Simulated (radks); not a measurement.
Q: Coherent X-ray form factor from a spherical all-electron density. All-electron calculation, Dirac Kohn-Sham, PBE, spin-unpolarised, spherical densities, finite nucleus; Fermi nuclear charge, rms radius of each element as measured or else 0.836 A^(1/3) + 0.57 fm. Program: a radial shooting solver on a logarithmic mesh with Libxc functionals.

| sin(theta)/lambda (1/angstrom) | f0 (electrons) |
|---|---|
| 0.05 | 25.329 |
| 0.1 | 23.711 |
| 0.15 | 21.809 |
| 0.2 | 19.968 |
| 0.25 | 18.255 |
| 0.3 | 16.660 |
| 0.4 | 13.823 |
| 0.5 | 11.523 |
| 0.6 | 9.787 |
| 0.8 | 7.665 |
| 1 | 6.547 |
| 1.25 | 5.591 |
| 1.5 | 4.721 |
| 2 | 3.196 |

The species is in the configuration that NIST lists as its ground one. Which atom or ion scatters so?

A: Neutral iron, [Ar] 3d6 4s2. Extrapolating in s^2 from the first two rows gives f0(0) = 25.9, near the electron count 26; among species with that count, the fall with angle is slower the higher Z, and the table is that of Z = 26; from so few rows the species is fixed only to a neighbour or two.
